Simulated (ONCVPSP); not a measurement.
**Ranking ONCV potentials for nitrogen (N)**

All share these settings but for the change named:

* Element: nitrogen
* Generator: ONCVPSP 4.0.1
* Type: optimised norm-conserving Vanderbilt (ONCV)
* Functional: PBE
* Relativity: scalar-relativistic
* Frozen core: [He]
* Valence charge: 5
* Reference configuration: 2s2 2p2 (charge +1)
* Partial waves: 2s: rc 1.10 bohr, ncon 4, nbas 8, qcut 7.3 1/bohr, 2 projectors, debl 3.5 Ha; 2p: rc 1.45 bohr, ncon 3, nbas 6, qcut 9.2 1/bohr, 1 projector; d scattering state at 0.31 Ha: rc 1.25 bohr, ncon 3, nbas 8, qcut 8.5 1/bohr, 2 projectors, debl 3.6 Ha
* Local potential: polynomial inside 1.00 bohr (lpopt 5, dvloc0 4 Ha)
* Core correction: none

Test errors are all-electron minus pseudo excitation energies from the reference, over 2s2 2p3; 2s2 2p1; 2s2 2p0; 2s1 2p0. None of these files shows a bound ghost.

The base gives 862.6 meV.

Of 7 variants that were run, those that failed, showed a ghost or another fault, or gave nearly equal values are left out.

A variant can come out equal or close to the base, since the largest error may sit in a test that the change hardly touches while other tests move.

**Question.** Rank these variants by their largest absolute test error, smallest first.
A. all radii scaled by about 0.80 (s 0.88, p 1.16, d 1.00 bohr); local potential polynomial inside 0.80 bohr (lpopt 5, dvloc0 4 Ha)
B. all radii scaled by about 1.14 (s 1.26, p 1.66, d 1.42 bohr); local potential polynomial inside 1.14 bohr (lpopt 5, dvloc0 4 Ha)
C. all radii scaled by about 1.22 (s 1.34, p 1.76, d 1.52 bohr); local potential polynomial inside 1.20 bohr (lpopt 5, dvloc0 4 Ha)
D. all radii scaled by about 1.30 (s 1.44, p 1.88, d 1.62 bohr); local potential polynomial inside 1.30 bohr (lpopt 5, dvloc0 4 Ha)
E. all radii scaled by about 0.95 (s 1.04, p 1.38, d 1.18 bohr); local potential polynomial inside 0.94 bohr (lpopt 5, dvloc0 4 Ha)

**Answer.** A (664.0 meV), E (813.6 meV), B (1034.0 meV), C (1230.0 meV), D (1434.0 meV).
